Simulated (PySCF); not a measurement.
## Ga²⁺ (gallium, charge +2) across methods

[Ar] 3d10 4p1, 2P determinant (an excited configuration). Calculation: PySCF 2.14, in aug-cc-pVTZ-PP with one added diffuse shell each of s, d, f type with ECP10MDF (7s5p5d3f, 68 functions); a scalar-relativistic core potential. The B2PLYP total includes its PT2 part (frozen core); its orbital energies are those of the SCF part.

```csv
method,E (hartree),mean ε 3d α (eV),mean ε 3d β (eV),mean ε 4p α (eV),Σ⟨r²⟩ (bohr²),⟨S²⟩
wB97X-V,-258.1519,-47.225,-47.125,-21.976,19.38,0.751
B2PLYP,-257.8138,-48.192,-48.086,-20.706,19.41,0.751
PBE,-258.1793,-41.555,-41.415,-19.255,19.33,0.751
BP86,-258.2995,-41.639,-41.509,-19.368,19.27,0.751
PBE0,-258.1473,-44.846,-44.719,-20.028,19.34,0.751
r2SCAN,-258.0660,-41.733,-41.606,-19.498,19.25,0.751
CAM-B3LYP,-258.1365,-46.340,-46.225,-21.298,19.31,0.751
UHF,-257.12006,-53.677,-53.590,-21.806,19.62,0.751
```

Problem. Estimate the same row for LDA.

Solution. E (hartree) = -257.7243; mean ε 3d α (eV) = -41.700; mean ε 3d β (eV) = -41.556; mean ε 4p α (eV) = -19.321; Σ⟨r²⟩ (bohr²) = 19.31; ⟨S²⟩ = 0.751.

Energies and moments cover only the electrons outside the core potential.
